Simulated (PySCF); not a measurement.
Si(H)3(Cl) anion (ClH3Si), SMILES [SiH3]Cl (connectivity only; charge and spin as stated), charge -1, multiplicity 2. Atoms are numbered in the order given.

```xyz
5

Si    -1.2095     0.0568     0.0000
Cl     1.3018     0.0176     0.0000
H     -2.6692     0.5787     0.0000
H     -1.2643    -0.8368    -1.1997
H     -1.2643    -0.8368     1.1997
```
Charge -1, spin multiplicity 2.

The structure is a stationary point at TPSSh-D3(BJ)/def2-TZVPD. The multiplicity is an assumed one; other spin states were not compared. The isomer is the one that the SMILES or the coordinates give; other isomers of the formula were not compared.

Level of theory: ωB97X/def2-TZVPD (PySCF).

Mulliken values depend strongly on the basis, most of all with diffuse functions as here. ESP charges are fitted to the potential on shells at 1.4 to 2.0 van der Waals radii. Atomic charges (e):

| atom | ESP fit | meta-Löwdin | Mulliken | Mulliken spin |
|---|---|---|---|---|
| Si1 | ___ | 0.12 | -0.01 | 0.72 |
| Cl2 | ___ | -0.67 | -0.63 | 0.17 |
| H3 | ___ | -0.19 | -0.13 | 0.09 |
| H4 | ___ | -0.13 | -0.12 | 0.01 |
| H5 | ___ | -0.13 | -0.12 | 0.01 |

Complete the blanks. (An estimate is asked for; the answer gives what the named calculation found.)


- Si1, ESP fit: 0.01
- Cl2, ESP fit: -0.64
- H3, ESP fit: -0.23
- H4, ESP fit: -0.07
- H5, ESP fit: -0.07
